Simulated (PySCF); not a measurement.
# Spin-rotation constants: SMILES O=CCO[SiH2]Cl, C2H5ClO2Si

Molfile (atoms numbered from 1):
```
C2H5ClO2Si
     RDKit          3D

 11 10  0  0  0  0  0  0  0  0999 V2000
   -2.5783    0.8397    1.0115 O   0  0  0  0  0  0  0  0  0  0  0  0
   -1.4600    0.8332    0.5889 C   0  0  0  0  0  0  0  0  0  0  0  0
   -0.9773   -0.0092   -0.5658 C   0  0  0  0  0  0  0  0  0  0  0  0
    0.3921    0.0910   -0.7709 O   0  0  0  0  0  0  0  0  0  0  0  0
    1.6272   -0.5547    0.0622 Si  0  0  0  0  0  4  0  0  0  0  0  0
    3.1936    0.1567   -0.9326 Cl  0  0  0  0  0  0  0  0  0  0  0  0
   -0.6603    1.4679    1.0155 H   0  0  0  0  0  0  0  0  0  0  0  0
   -1.2826   -1.0497   -0.3996 H   0  0  0  0  0  0  0  0  0  0  0  0
   -1.4778    0.3443   -1.4766 H   0  0  0  0  0  0  0  0  0  0  0  0
    1.5810   -2.0116   -0.0089 H   0  0  0  0  0  0  0  0  0  0  0  0
    1.6479   -0.1049    1.4504 H   0  0  0  0  0  0  0  0  0  0  0  0
  1  2  2  0
  2  3  1  0
  3  4  1  0
  4  5  1  0
  5  6  1  0
  2  7  1  0
  3  8  1  0
  3  9  1  0
  5 10  1  0
  5 11  1  0
M  END
```

Level of theory: PySCF, GIAO PBE/pcSseg-1 magnetisability, rotational g tensor and spin-rotation constants, non-relativistic, gas phase. Geometry: GFN2-xTB.

(1) Give the nuclear spin-rotation constants along the inertial axes (H = +C I·J) beside the isotropic shieldings.

(2) How do the rotational constants and the g tensor change when H7, H8, H9, H10, H11 are replaced by deuterium?

Results:

(1) Rotational constants 8.9654, 0.8641, 0.8545 GHz. A star marks the isotopologue with that one atom substituted, in its own axes.
```tsv
atom	isotope	Caa (kHz)	Cbb (kHz)	Ccc (kHz)	mean (kHz)	σ (ppm)
Cl6	35Cl	0.848	0.085	0.175	0.369	921.2
H7	1H	-0.054	-0.060	0.032	-0.027	21.0
H8	1H	-1.019	-0.077	0.042	-0.351	27.3
H9	1H	-0.992	0.054	-0.087	-0.342	27.0
H10	1H	-0.723	-0.073	0.038	-0.253	26.0
H11	1H	-0.622	0.002	-0.042	-0.221	25.7
O1	17O*	-10.369	-0.180	-0.429	-3.659	-365.4
C2	13C*	4.420	0.297	0.409	1.709	-28.4
C3	13C*	1.876	0.211	0.206	0.764	108.1
O4	17O*	-0.895	-0.072	-0.055	-0.341	295.7
Si5	29Si*	-5.313	-0.550	-0.567	-2.143	349.9
```
For the geometry as given, no vibrational averaging.

(2) Constants 7.0655, 0.8372, 0.8284 GHz; g -0.1189, -0.0154, -0.0164, against -0.1508, -0.0155, -0.0172 before.
